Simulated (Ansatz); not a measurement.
The cluster Si₅Se₅, relaxed as a singlet with RKS PBE-D4/def2-SVP in Ansatz, starting from the GFN2-xTB geometry. Force threshold 0.03 eV/Å.

Another isomer (singlet) lies 0.05 eV lower at PBE-D4/def2-SVP; other spin states weren't run for this one.

Start:

```tsv
atom	x (Å)	y (Å)	z (Å)
Si1	0.7391	-1.2074	-1.8864
Si2	-0.7689	1.6922	-2.1034
Si3	-0.5022	2.4708	0.1477
Si4	-1.8470	-1.6703	0.4432
Si5	0.9673	-0.1152	1.3022
Se6	-1.3363	0.5071	1.5600
Se7	1.3848	0.9901	-0.8343
Se8	-1.6785	-0.6844	-1.8169
Se9	0.6342	-2.3062	0.3783
Se10	2.4075	0.3234	2.8096
```

```json
{"step": "1", "energy (eV)": "-366022.1976", "largest force component (eV/Å)": "0.653", "SCF passes": "26"}
{"step": "2", "energy (eV)": "-366022.3236", "largest force component (eV/Å)": "0.543", "SCF passes": "27"}
{"step": "3", "energy (eV)": "-366022.4228", "largest force component (eV/Å)": "0.204", "SCF passes": "22"}
{"step": "4 (rejected)", "energy (eV)": "-366022.4111", "largest force component (eV/Å)": "0.433", "SCF passes": "27"}
{"step": "5", "energy (eV)": "-366022.4445", "largest force component (eV/Å)": "0.058", "SCF passes": "21"}
{"step": "6", "energy (eV)": "-366022.4550", "largest force component (eV/Å)": "0.074", "SCF passes": "23"}
{"step": "7", "energy (eV)": "-366022.4632", "largest force component (eV/Å)": "0.127", "SCF passes": "27"}
{"step": "8 (rejected)", "energy (eV)": "-366022.4475", "largest force component (eV/Å)": "0.264", "SCF passes": "21"}
{"step": "9", "energy (eV)": "-366022.4670", "largest force component (eV/Å)": "0.042", "SCF passes": "22"}
{"step": "10", "energy (eV)": "-366022.4677", "largest force component (eV/Å)": "0.023", "SCF passes": "23"}
```

Force components are those of the run's own axes.

End:

```xyz
10

Si    0.6257   -1.0730   -2.0536
Si   -0.6632    1.3618   -2.1567
Si   -0.5810    2.4080    0.0332
Si   -1.7906   -1.6001    0.5000
Si    1.0100   -0.0927    1.3783
Se   -1.3101    0.5710    1.5796
Se    1.4421    1.1485   -0.6844
Se   -1.8121   -0.7127   -1.8238
Se    0.6524   -2.1726    0.3130
Se    2.4267    0.1617    2.9146
```

By distances, no bond broke or formed. The bond that changes most is Si1–Se7, from 2.52 to 2.73 Å (atoms count from 1).

No frequencies were taken in this run, so the end may be a saddle point.

It took 69 s on 6 threads of Intel Xeon on a shared host, peak host memory 0.7 GiB.
